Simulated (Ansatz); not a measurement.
System: FeF₃, net charge 0, sextet state. The spin state was set by rule; other spins were not relaxed. SMILES: [F][Fe]([F])[F]
Structure (B3LYP-D3(BJ)/def2-TZVP (Ansatz, a first-principles code) minimum search):
```
Fe
F 1 1.7601
F 1 1.7601 2 120.00
F 1 1.7601 2 120.00 3 -180.00
```
Charge 0, spin multiplicity 6.

Quantity: atomisation energy (electronic, to ground-state atoms), in kcal/mol. Correlated levels leave the core frozen unless marked. Open shells are spin-unrestricted. No spin-orbit coupling. Frozen are the shells of the preceding noble gas and the d and f shells that filled before the atom's block. Non-relativistic. The coupled-cluster limit lacks core correlation, which all-electron functionals hold. CBS(X,Y): correlation extrapolated as X^-3; Hartree-Fock from the larger set. The bracket is a focal-point correction in the basis named.

| level | program | atomisation energy (kcal/mol) |
|---|---|---|
| wB97X/def2-TZVPD | Ansatz | … |
| B2GP-PLYP/def2-TZVPD | Ansatz | 319.4 |
| SCS-MP2/def2-SVPD | Ansatz | 326.3 |
| RI-MP2/CBS(def2-TZVPP,def2-QZVPP)+[CCSD(T)-MP2]/def2-TZVPP | Ansatz | 329.8 |

Problem. Complete the blanks.

Solution. 
- wB97X/def2-TZVPD, atomisation energy (kcal/mol): 323.5
